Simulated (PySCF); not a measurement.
C₃H₆GeO. Atoms are numbered in the order given.

```xyz
11

C      2.0395     0.3280    -0.2290
Ge     0.2346     0.0524     0.4558
C     -1.3015     0.9357    -0.3250
C     -1.5890    -0.2546    -0.9027
O     -0.6922    -1.2310    -0.5948
H      2.5103     1.1842     0.2788
H      1.9934     0.5299    -1.3082
H      2.6536    -0.5671    -0.0485
H      0.2224    -0.3776     1.9387
H     -1.8267     1.8859    -0.3801
H     -2.4173    -0.5378    -1.5669
```

Geometry: B3LYP-D3(BJ)/def2-SVP. The structure was generated by enumeration; whether it is a known compound was not checked.

Calculation: PySCF with PBE/def2-TZVP.

Gas-phase values at a fixed geometry.

```
Property                                                                                                        Value
---------------------------------------------------------------------------------------------  ----------------------
total energy                                                                                      -2269.65116 hartree
highest occupied level                                                                                       -5.20 eV
lowest empty level                                                                                           -0.97 eV
orbital gap                                                                                                   4.23 eV
dipole moment                                                                                               0.401 e·Å
quadrupole, principal values (traceless, Buckingham form, about the centre of nuclear charge)  -3.16, -2.05, 5.22 D·Å
mean static polarisability                                                                       67.1 bohr³ (9.94 Å³)
polarisability, principal values                                                               57.7, 61.1, 82.5 bohr³
```
